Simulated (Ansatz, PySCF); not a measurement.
Energy difference R1 → P1 + P2, each structure at its B3LYP-D3(BJ)/def2-TZVP stationary point, reached from a drawn start (curvature not checked).
R1, F3Zr (SMILES [F][Zr]([F])[F]) (charge 0, multiplicity 2):
| atom | x (Å) | y (Å) | z (Å) |
|---|---|---|---|
| Zr | 0.0000 | 0.0000 | -0.0035 |
| F | 1.9147 | -0.0099 | -0.0080 |
| F | -0.9488 | 1.6633 | -0.0006 |
| F | -0.9658 | -1.6534 | 0.0123 |
P1, F2Zr (SMILES [F][Zr][F]) (charge 0, multiplicity 1):
```json
[
 {"atom": "Zr", "x (Å)": "0.0040", "y (Å)": "0.0053", "z (Å)": "-0.6886"},
 {"atom": "F", "x (Å)": "1.5649", "y (Å)": "-0.0061", "z (Å)": "0.3532"},
 {"atom": "F", "x (Å)": "-1.5688", "y (Å)": "0.0008", "z (Å)": "0.3353"}
]
```
P2: F atom, charge 0, multiplicity 2.

P less R. No zero-point or thermal terms; singlets are restricted closed shells; open shells are unrestricted; no spin–orbit coupling. The spin states of the d-block species are the ones drawn and need not be the lowest.

Correlated levels freeze the cores.

Programs: Ansatz (a quantum-chemistry and plane-wave program) with Gaussian orbitals; PySCF for M06-2X. No computed number here is a measurement. Elements past Kr take the def2 small-core potentials, without spin–orbit coupling.

```csv
level,reaction energy (kcal/mol)
HF/def2-QZVPP,146.35
BHLYP/def2-TZVPP,163.59
M06-2X/def2-TZVPP,166.77
wB97M-V/def2-TZVPP,167.67
SCS-MP2/def2-TZVPP,171.49
CCSD/def2-TZVPP,161.70
CCSD/def2-QZVPP,164.36
CCSD(T)/def2-SVP,161.11
CCSD(T)/def2-QZVPP,…
```

**Question.** Complete the blanks.

**Answer.** 
- CCSD(T)/def2-QZVPP, reaction energy (kcal/mol): 165.31
